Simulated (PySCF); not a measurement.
Species: C4H10NSi2 (doublet state).
Cartesian coordinates in Å at the GFN2-xTB level; atoms count from 1:
```
atom  x, y, z in Å
C1     2.898    0.833   -0.715
C2     2.117    0.101    0.010
C3     1.413   -0.725    0.791
C4     0.039   -0.903    0.884
N5    -0.954   -0.222    0.214
Si6   -2.527   -0.992    0.280
Si7   -0.627    1.262   -0.660
H8     3.215    1.824   -0.412
H9     3.267    0.510   -1.682
H10    2.001   -1.364    1.444
H11   -0.312   -1.678    1.551
H12   -3.460   -0.125   -0.422
H13   -2.426   -2.311   -0.352
H14   -2.885   -1.150    1.694
H15    0.149    2.146    0.204
H16   -1.948    1.839   -0.905
H17    0.033    0.967   -1.932
```

The hyperfine couplings belong to this conformer and change with its torsions.

The species is `C=[C]/C=C\N([SiH3])[SiH3]` [radical].

Method: PySCF 2.14.0, UKS B3LYP, pcH-1 on C H N Si, non-relativistic, mean-field spin-orbit, GIAO. Isolated species at its GFN2-xTB geometry (one conformer only). The geometry wasn't refined by DFT: couplings that depend on bond lengths, twists or pyramidal angles can differ widely from those at the functional's own minimum. The frame is twisted about the C4–N5 bond at this geometry (dihedral C3–C4–N5–Si7 = -13°); couplings at other torsion angles weren't computed. No stability test was run, so a lower SCF solution isn't excluded.

(1) The isotropic 13C couplings are +51.7, +46.8, -45.7, -37.8 MHz. Assign them to C1; C2; C3; C4.

Answers

(1) 
```tsv
site	a_iso (MHz)	ρ(0) (bohr⁻³)	position	distance from C4 (Å)	spin population	largest |T| (MHz)
C1	-37.8	-0.0336	1 bond from C2	3.71	-0.11	8.9
C2	+46.8	+0.0417	a main spin site	2.47	+0.54	86.0
C3	-45.7	-0.0407	1 bond from C2	1.39	-0.21	23.7
C4	+51.7	+0.0460	largest spin population	0.00	+0.58	94.0
```

ρ(0) is the spin density at the nucleus and T the dipolar tensor; a_iso includes a spin–orbit part; entries for several nuclei are means. The Mulliken spin populations are largest on C4 (+0.58), C2 (+0.54), C3 (-0.21) and C1 (-0.11). The angles at C4 add up to 360.0°, so it is planar. Main spin sites, with 60 % or more of the largest population: C2, C4; positions count bonds from the nearest.

Nuclei that the bonding pattern makes equivalent are averaged, as if the motion that swaps them (rotation, inversion, ring flip) were fast. Si6 and Si7, with what hangs on them, aren't averaged: N5 is flat or nearly so (angle sum 360°), and its turn about the short N5–C4 bond (1.38 Å) is taken as slow. The three 1H nuclei of mean +10.0 MHz run from 0.0 to 15.4 MHz in the frozen geometry. The three 1H nuclei of mean +3.4 MHz run from -1.3 to 7.1 MHz in the frozen geometry.

C2, the radical centre as drawn in `C=[C]/C=C\N([SiH3])[SiH3]`, holds a spin population of +0.54 out of 1.
